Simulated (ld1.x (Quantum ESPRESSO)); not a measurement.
Scattering properties, PAW potential for Mg (Z = 12)

magnesium, PAW, made with ld1.x (Quantum ESPRESSO) 7.5 (PBE, scalar-relativistic). Core [He] 2s2, reference 2p6 3s2 3p0. Waves: 3s (bound): rcut 2.60, rcutus 3.05 bohr; 3s channel at 1.95 Ry: rcut 2.60, rcutus 3.05 bohr; 2p (bound): rcut 1.15, rcutus 1.45 bohr; 3p (bound, empty): rcut 1.15, rcutus 1.45 bohr. Local part: all-electron potential smoothed inside 2.40 bohr (lloc = -1). Core correction: Bessel-smoothed model core, default radius (core density twice the valence density). Augmentation charge: BESSEL, radius 1.05 bohr.

The phase is arctan(r·u′/u) with u = r·R(r), unwrapped; energies in Ry, scanned from -5 to 5 Ry. A pole is an energy at which the radial function vanishes at the test radius. The pseudo phase is shifted by a multiple of π to meet the all-electron one at the reference energy, and phase errors are pseudo minus all-electron; the curves can meet again beyond the range given. Levels narrower than the energy grid can be missing from the lists of poles. n/a: not evaluated, since a narrow level or a reset projector energy made the automatic matching unsafe.

| channel | radius (bohr) | reference energy (Ry) | poles, all-electron | poles, pseudo | unbroken range about the reference energy with phases within 0.05 rad | phase error 1 Ry above the reference energy (rad) |
| --- | --- | --- | --- | --- | --- | --- |
| s | 3.31 | -0.35 | 0.39, 4.61 | 0.39, 4.19 | below 4.4 | -0.001 |
| p | 3.31 | -0.10 | 0.99 | 0.99 | n/a | n/a |

Phases in the s channel:

| E (Ry) | all-electron | pseudo |
| --- | --- | --- |
| -5.00 | 1.428 | 1.427 |
| -4.48 | 1.418 | 1.418 |
| -3.96 | 1.407 | 1.407 |
| -3.44 | 1.393 | 1.392 |
| -2.92 | 1.373 | 1.373 |
| -2.40 | 1.346 | 1.346 |
| -1.88 | 1.303 | 1.303 |
| -1.36 | 1.220 | 1.220 |
| -0.84 | 0.966 | 0.965 |
| -0.32 | -0.766 | -0.766 |
| 0.20 | -1.496 | -1.496 |
| 0.72 | -1.664 | -1.665 |
| 1.24 | -1.800 | -1.801 |
| 1.76 | -2.077 | -2.077 |
| 2.28 | -3.418 | -3.425 |
| 2.80 | -4.361 | -4.372 |
| 3.32 | -4.557 | -4.571 |
| 3.84 | -4.640 | -4.663 |
| 4.36 | -4.692 | -4.737 |
| 4.88 | -4.732 | -4.864 |
